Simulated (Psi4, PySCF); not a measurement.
The Psi4 input:
```
memory 2 GB

molecule {
0 1
  Cl   -1.80032643   -0.84416493   -1.18851803
  Sn    0.00000000    0.00000000   -0.00000000
  Cl   -0.31676548    2.26357933    0.37713794
  Cl    1.94528107   -0.31513236   -1.21775939
  Cl    0.17181084   -1.10428204    2.02913947
}

set basis sto-3g
set scf_type pk
set puream true
set d_convergence 1e-8
set dft_radial_points 99
set dft_spherical_points 590

energy('b3lyp5')
print_variables()
```

**Question.** Write the same job for PySCF.

**Answer.** Several could match; the one computed here: 
```python
from pyscf import gto, scf, dft

mol = gto.Mole()
mol.atom = '''
    Cl   -1.800326   -0.844165   -1.188518
    Sn    0.000000    0.000000   -0.000000
    Cl   -0.316765    2.263579    0.377138
    Cl    1.945281   -0.315132   -1.217759
    Cl    0.171811   -1.104282    2.029139
'''
mol.basis = 'sto-3g'
mol.charge = 0
mol.spin = 0
mol.verbose = 4
mol.build()

mf = dft.RKS(mol)
mf.xc = 'b3lyp5'
mf.grids.atom_grid = (99, 590)
mf.grids.prune = None
mf.kernel()
```

Both were run: Psi4 gave -7785.846191 Eh and PySCF -7785.846201 Eh, 0.010 mEh apart.
